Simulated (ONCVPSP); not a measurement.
## As (Z = 33): one change to an ONCV potential, before and after

```
Element                 : As (Z = 33)
Generator               : ONCVPSP 4.0.1
Type                    : optimised norm-conserving Vanderbilt (ONCV)
Functional              : Wu-Cohen
Relativity              : non-relativistic
Frozen core             : [Ar]
Valence charge          : 15
Reference configuration : 3d10 4s1 4p4
Partial waves           : 4s: rc 1.65 bohr, ncon 4, nbas 8, qcut 4.5 1/bohr, 1 projector; 4p: rc 1.90 bohr, ncon 4, nbas 8, qcut 3.7 1/bohr, 3 projectors, debl 1.5 Ha; 3d: rc 0.85 bohr, ncon 4, nbas 8, qcut 17.6 1/bohr, local
Local potential         : the d channel
Core correction         : Teter function, fcfact 3, rcfact 1.6
```

All-electron outer shells of the reference configuration (Wu-Cohen, non-relativistic, ld1.x):

```csv
shell,level (eV),outermost node (bohr),outermost maximum (bohr)
3s,-185.22,0.25,0.53
3p,-133.72,0.22,0.52
3d,-43.27,–,0.47
4s,-14.90,0.75,1.63
4p,-5.85,0.78,1.97
```

Change: core correction Teter function, fcfact 7.6, rcfact 1.6.

Cutoffs: the cutoffs (Ha) at which the residual kinetic energy of the hardest occupied pseudo-wave falls to 1 and 0.1 mHa per electron; they do not see the model core or the augmentation charge, which bear on the density cutoff. Errors are all-electron minus pseudo energies relative to the spin-unpolarised reference configuration.

**Question.** How do hardness, ghosts and transferability respond?

**Answer.** The potential gets neither clearly harder nor softer (132 Ha and 146 Ha → 132 Ha and 146 Ha); both files keep a bound ghost (p, s); of the 3 tests that both files solve, the error grows in 1 and shrinks in 2 by more than 15 % and 0.3 meV (median size 0.9 → 1.5 meV). A model core, the more so a compact one, raises the density cutoff, which this test does not measure.

| quantity | base | changed |
| --- | --- | --- |
| cutoff, loose | 132 Ha | 132 Ha |
| cutoff, tight | 146 Ha | 146 Ha |
| bound ghosts | s, p | s, p |
| GHOST(+) flags under 300 eV | s at 35.1 eV | s at 35.1 eV |
| tests with a reliable result | 3 of 4 | 3 of 4 |
| error for 3d10 4s2 4p3, meV [ΔE -8.96 eV] | +2.6 | +2.1 |
| error for 3d10 4s2 4p2, meV [ΔE 0.24 eV] | +0.9 | +0.3 |
| error for 3d10 4s2 4p1, meV [ΔE 18.23 eV] | +0.7 | +1.5 |
| s: phases at 1.67 bohr within 0.05 rad from the reference energy up to (Ha; the scan ends near 5) | 0.8 | 0.8 |
| p: phases at 1.93 bohr within 0.05 rad from the reference energy up to (Ha; the scan ends near 5) | to the end of the scan | to the end of the scan |
| d: phases at 0.86 bohr within 0.05 rad from the reference energy up to (Ha; the scan ends near 5) | 3.2 | 3.2 |
| rms error of d²Exc/dni dnj with the model core, mHa | 2.02 | 1.92 |

 A true bound ghost makes a file unfit for plane-wave use even where its test errors are small: the radial tests pick states by their node count and pass the ghost by.
